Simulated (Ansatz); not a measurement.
Geometry optimisation, UKS r2SCAN-D4/def2-SVP in Ansatz 0.2.0.

input.yaml

```yaml
crystal:
  periodic: [false, false, false]
  atoms:
    - { symbol: F, position_ang: [-0.79348, -2.18139, 0.66011] }
    - { symbol: Ge, position_ang: [-0.51, -0.7231, -0.2389] }
    - { symbol: S, position_ang: [1.6034, -0.1787, -0.0268] }
    - { symbol: H, position_ang: [-0.76252, -0.87769, -1.73949] }
    - { symbol: H, position_ang: [1.3206, 1.1458, 0.2892] }
magnetization:
  spin_polarized: true
  initial_magnetization: 1
basis:
  gaussian: { orbitals: def2-SVP }
hamiltonian:
  xc: r2scan
  dispersion: d4
relax:
  f_tol: 0.015
  max_steps: 40
```

Command:

```bash
$ ansatz run input.yaml --threads 2 --pin off --max-ram 3072MiB --backend cpu --events-out ev --progress --plain --runs-dir out
```

Where does it end, and by what steps?

The run converged. After 15 steps the energy has fallen by 0.155 eV; H5 moved furthest, 0.50 Å.

```json
{"step": "0", "energy less start (eV)": "0.0000", "largest force component (eV/Å)": "0.957", "accepted": "yes"}
{"step": "1", "energy less start (eV)": "-0.1127", "largest force component (eV/Å)": "0.401", "accepted": "yes"}
{"step": "2", "energy less start (eV)": "-0.1182", "largest force component (eV/Å)": "0.149", "accepted": "yes"}
{"step": "3", "energy less start (eV)": "-0.1207", "largest force component (eV/Å)": "0.054", "accepted": "yes"}
{"step": "4", "energy less start (eV)": "-0.1247", "largest force component (eV/Å)": "0.060", "accepted": "yes"}
{"step": "5", "energy less start (eV)": "-0.1146", "largest force component (eV/Å)": "1.040", "accepted": "no"}
{"step": "6", "energy less start (eV)": "-0.1343", "largest force component (eV/Å)": "0.131", "accepted": "yes"}
{"step": "7", "energy less start (eV)": "-0.1440", "largest force component (eV/Å)": "0.161", "accepted": "yes"}
{"step": "8", "energy less start (eV)": "-0.1455", "largest force component (eV/Å)": "0.108", "accepted": "yes"}
{"step": "9", "energy less start (eV)": "-0.1511", "largest force component (eV/Å)": "0.068", "accepted": "yes"}
{"step": "10", "energy less start (eV)": "-0.1516", "largest force component (eV/Å)": "0.067", "accepted": "yes"}
{"step": "11", "energy less start (eV)": "-0.1338", "largest force component (eV/Å)": "0.732", "accepted": "no"}
{"step": "12", "energy less start (eV)": "-0.1507", "largest force component (eV/Å)": "0.095", "accepted": "no"}
{"step": "13", "energy less start (eV)": "-0.1543", "largest force component (eV/Å)": "0.071", "accepted": "yes"}
{"step": "14", "energy less start (eV)": "-0.1546", "largest force component (eV/Å)": "0.028", "accepted": "yes"}
{"step": "15", "energy less start (eV)": "-0.1547", "largest force component (eV/Å)": "0.010", "accepted": "yes"}
```

```xyz
5
Properties=species:S:1:pos:R:3
F -0.681 -2.352 0.441
Ge -0.585 -0.685 -0.078
S 1.531 -0.125 0.409
H -0.804 -0.732 -1.630
H 1.398 1.078 -0.198
```

Run time: 69 s on 2 threads of Arm Neoverse V1, on a shared host, peak memory 0.18 GiB.
